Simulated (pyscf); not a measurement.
`[O]=[Os](=[O])(=[O])=[O]` + `[OH][SiH3]` → `[O]=[Os](=[O])(=[O])([OH])[O][SiH3]` (addition across a multiple bond or ene-type step; singlet surface; H–O broken, O–Os, H–O formed). Optimised with ωB97X-D3(BJ)/def2-SVP in PySCF. Energies in kcal/mol from the separated reactants.

| level | barrier | reaction energy |
|---|---|---|
| ωB97X-D3(BJ)/def2-TZVP | (withheld) | +12.0 |
| PBE/def2-TZVP | 23.1 | +13.9 |
| r²SCAN/def2-TZVP | 21.4 | +10.3 |
| PBE0-D3(BJ)/def2-TZVP | 23.1 | +12.2 |
| M06-2X/def2-TZVP | 26.0 | +15.1 |
| ωB97M-D3(BJ)/def2-TZVP | (withheld) | (withheld) |

Question: Fill in the missing entries.

Answer: 
- ωB97X-D3(BJ)/def2-TZVP, barrier: 24.0
- ωB97M-D3(BJ)/def2-TZVP, barrier: 26.8
- ωB97M-D3(BJ)/def2-TZVP, reaction energy: +15.6

The functionals in the table span 5.4 kcal/mol in this barrier, from r²SCAN to ωB97M-D3(BJ)/def2-TZVP. On the reactant side the descent ends in a complex, 6.1 kcal/mol under the separated species and 30.1 kcal/mol under the saddle at ωB97X-D3(BJ)/def2-TZVP. On the product side the descent ends in a point that may be a rotor saddle (no frequency run), 1.5 kcal/mol over the lowest minimum found and 10.5 kcal/mol under the saddle at ωB97X-D3(BJ)/def2-TZVP. One saddle was located; it need not be the lowest between these sides. Elements past Kr carry the def2 core potentials, without spin-orbit coupling.
